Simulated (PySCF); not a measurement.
Predicted spectroscopic data

Theory: coordinates at the GFN2-xTB level, PBE0/pcSseg-1 with gauge-including orbitals, in PySCF (one computed conformer, relativity neglected, isolated molecule, fast rotation and ring inversion assumed for equivalent nuclei).

Referencing at the same level of theory: 1H (31.72 ppm), 13C (186.93 ppm) against TMS. Splittings of carbon signals by F and P are missing where no couplings were computed. Where no couplings were computed, multiplicities follow the n + 1 count of equivalent neighbours, and m marks all less simple cases (inequivalent or close neighbours, rings, F or P nearby). Shifts are as computed. Against solution values, carbons near 30 ppm lie about +3 ppm off and those near 130 ppm about +5 ppm. Of 1211 compounds with measured shifts, 218 miss one by over three times the rms of a fit or turn the order of signals round; such compounds aren't used in these exercises.

Compound 1 (C$_{6}$H$_{11}$NSi$_{2}$). 1H NMR (600 MHz, computed): δ 4.72 (s, 6H), 3.88 (s, 2H), 2.17 (s, 3H). 13C{1H} NMR (computed): δ 82.9, 79.2, 78.2, 72.1, 43.6, 5.6. Structure: `CC#CC#CCN([SiH3])[SiH3]`.

Compound 2 (C$_{5}$H$_{8}$F$_{3}$NSi). 1H NMR (600 MHz, computed): δ 8.74 (m, 1H), 8.63 (m, 1H), 5.89 (m, 1H), 5.49 (m, 1H), 5.13 (t, 2H), 2.17 (t, 2H). 13C{1H} NMR (computed): δ 175.6 (CH2), 144.6 (C), 133.3 (C), 125.0 (CH2), 21.3 (CH2). Structure: SMILES C=N[SiH2]CC(=C)C(F)(F)F.
